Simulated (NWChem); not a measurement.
Molecule: CH5BFN; SMILES CNBF

```xyz
9

B     -0.4502    -0.6911     0.0000
F      0.1094    -1.9141     0.0000
H     -1.6423    -0.5936     0.0000
N      0.3702     0.4384     0.0000
C     -0.0693     1.8235     0.0000
H      1.3758     0.3073     0.0000
H      0.2846     2.3625    -0.8886
H      0.2846     2.3625     0.8886
H     -1.1619     1.8504     0.0000
```
Atoms are numbered in this order, from 1.

STO-3G and 3-21G are far too small for this property and stand as cheap habits. All runs use the structure optimised with B3LYP/6-31G* (spherical d).

Q: Give the principal values of the shielding tensors (ppm) of B1, F2, N4, C5 from Hartree-Fock/STO-3G, GIAO (NWChem), with their diamagnetic and paramagnetic parts as GIAO splits them.

A: 
```json
[
 {"atom": "B1", "σ11": "85.0", "σ22": "105.5", "σ33": "134.1", "isotropic": "108.2", "diamagnetic": "200.7", "paramagnetic": "-92.5"},
 {"atom": "F2", "σ11": "277.4", "σ22": "308.5", "σ33": "621.0", "isotropic": "402.3", "diamagnetic": "454.9", "paramagnetic": "-52.6"},
 {"atom": "N4", "σ11": "222.4", "σ22": "297.0", "σ33": "309.9", "isotropic": "276.4", "diamagnetic": "312.7", "paramagnetic": "-36.2"},
 {"atom": "C5", "σ11": "193.3", "σ22": "195.3", "σ33": "235.9", "isotropic": "208.2", "diamagnetic": "246.7", "paramagnetic": "-38.5"}
]
```
